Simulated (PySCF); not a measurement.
## Dipole response of Br³⁺ (bromine, charge +3)

[Ar] 3d10 4s2 4p2, high-spin 3P determinant. Calculation: PySCF 2.14, in aug-cc-pV5Z-PP with ECP10MDF (8s7p6d4f3g2h, 136 functions); scalar relativity through the core potential. Coupled (time-dependent) response in atomic units; α is the mean over directions.

| method | mean α (bohr³) | α xx, yy, zz | C₆ (like pair) | S(−4) |
| --- | --- | --- | --- | --- |
| PBE0 | 6.055 | 6.258, 5.953, 5.953 | 22.67 | 10.08 |
| BHandHLYP | 6.036 | 6.243, 5.933, 5.933 | 22.54 | 10.08 |

S(−4) is the Cauchy moment in α(ω) = α(0) + S(−4) ω² + …

Spin-orbit coupling is absent.

α(iu) at BHandHLYP:

```csv
u (hartree),α(iu) (bohr³)
0,6.036
0.0500,6.011
0.100,5.937
0.200,5.662
0.300,5.261
0.500,4.312
0.750,3.226
1.00,2.417
1.50,1.459
2.00,0.9766
3.00,0.5439
5.00,0.2591
```

A single London oscillator, α(iu) = α/(1 + u²/ω²), gives C₆ = (3/4) ω α². Matching the computed C₆ needs ω = 4 × 22.54 / (3 × 6.036²) = 0.825 hartree.

For an ion, C₆ is the dispersion term alone; charge-induced terms of lower order in 1/R come first.

The components differ because the open shell of this determinant is not spherical; for a pure term their mean is the scalar polarisability.

Energies and moments cover only the electrons outside the core potential.
